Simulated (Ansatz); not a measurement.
One change: `FC[CH](F)[SnH3]` becomes `F[SiH2][CH](F)[SnH3]`.

Ansatz, PBE0-D4/def2-TZVP geometries, multiplicity 1. Each molecule was computed in one conformer, which needn't be the lowest.

Elements past krypton have def2 core potentials.

| property | `FC[CH](F)[SnH3]` |
| --- | --- |
| HOMO energy (PBE0/def2-TZVPP) / eV | -8.21 |
| LUMO energy (PBE0/def2-TZVPP) / eV | -0.07 |
| LUMO energy (ωB97M-V/def2-TZVPP) / eV | 1.28 |
| HOMO–LUMO gap (ωB97M-V/def2-TZVPP) / eV | 11.70 |
| HOMO–LUMO gap (PBE0/def2-TZVPP) / eV | 8.14 |
| HOMO energy (B3LYP/def2-TZVPP) / eV | -8.01 |

**Question.** Give the same properties after the change, and the shifts. (Best estimate.)

**Answer.** Ansatz gave: 
```json
{"property": "HOMO energy (PBE0/def2-TZVPP) / eV", "`F[SiH2][CH](F)[SnH3]`": "-7.97", "shift": "0.24"}
{"property": "LUMO energy (PBE0/def2-TZVPP) / eV", "`F[SiH2][CH](F)[SnH3]`": "-0.56", "shift": "-0.49"}
{"property": "LUMO energy (ωB97M-V/def2-TZVPP) / eV", "`F[SiH2][CH](F)[SnH3]`": "1.14", "shift": "-0.14"}
{"property": "HOMO–LUMO gap (ωB97M-V/def2-TZVPP) / eV", "`F[SiH2][CH](F)[SnH3]`": "11.26", "shift": "-0.44"}
{"property": "HOMO–LUMO gap (PBE0/def2-TZVPP) / eV", "`F[SiH2][CH](F)[SnH3]`": "7.41", "shift": "-0.73"}
{"property": "HOMO energy (B3LYP/def2-TZVPP) / eV", "`F[SiH2][CH](F)[SnH3]`": "-7.77", "shift": "0.24"}
```

With PBE0 the HOMO rises by 0.24 eV and the LUMO falls by 0.49 eV, so the gap narrows by about 0.73 eV. PBE moves the HOMO by 0.16 eV and ωB97M-V by 0.29 eV.

B3LYP here is the variant with VWN-RPA as its local correlation; programs differ in this.
